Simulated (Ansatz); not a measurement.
Reaction (formal exchange of groups at a C–O bond): `CC[CH](O)[AlH2]` + CH₄ → `CC[CH](C)[AlH2]` + H₂O

Gas-phase electronic energies from Ansatz, PBE0-D4/def2-TZVP geometries. CBS: MP2 limit from def2 TZ/QZ plus the TZ coupled-cluster correction, frozen cores. This one scheme is used for every species. Functionals use def2-TZVPP. B3LYP here is the variant with VWN-RPA as its local correlation; programs differ in this. Each species was taken in one conformer, which may not be the lowest.

| level | ΔE (kJ/mol) | difference from CCSD(T)/CBS |
| --- | --- | --- |
| PBE-D4 | -37.9 | 8.5 |
| r2SCAN-D4 | -37.3 | 9.1 |
| PBE0-D4 | -42.4 | 4.0 |
| B3LYP-D4 | -33.9 | 12.5 |
| ωB97X-V | -36.3 | 10.1 |
| ωB97M-V | -39.4 | 7.0 |
| B2PLYP | -34.5 | 11.9 |
| PBE | -33.7 | 12.7 |
| r2SCAN | -36.0 | 10.4 |
| PBE0 | -38.6 | 7.8 |
| B3LYP | -27.1 | 19.3 |
| HF/def2-TZVPP | -28.6 | 17.8 |
| MP2/def2-TZVPP | -50.3 | -3.9 |
| SCS-MP2/def2-TZVPP | -43.8 | 2.6 |
| CCSD/def2-TZVPP | -42.3 | 4.1 |
| CCSD(T)/def2-TZVPP | -43.3 | 3.1 |
| HF/def2-QZVPP | -29.3 | 17.1 |
| MP2/def2-QZVPP | -52.4 | -6.0 |
| SCS-MP2/def2-QZVPP | -45.8 | 0.6 |
| HF/CBS(def2) | -29.4 | 17.0 |
| MP2/CBS(def2) | -53.5 | -7.1 |
| CCSD/CBS(def2) | -45.5 | 0.9 |
| CCSD(T)/CBS | -46.4 | 0 |

Largest T1 diagnostic among the species: 0.010.

From PBE to PBE0 (25 % exact exchange), in def2-TZVPP and without D4, ΔE moves by −5.0 kJ/mol. The D4 term adds −6.8 kJ/mol with B3LYP and −3.8 kJ/mol with PBE0; it sums over pairs of atoms, weighted by their polarisabilities, and B3LYP, whose exchange is more repulsive, gets the larger term. In def2-TZVPP, CCSD(T) changes the Hartree–Fock value by −14.7 kJ/mol (the triples alone add −1.0 kJ/mol) and MP2 by −21.7 kJ/mol.
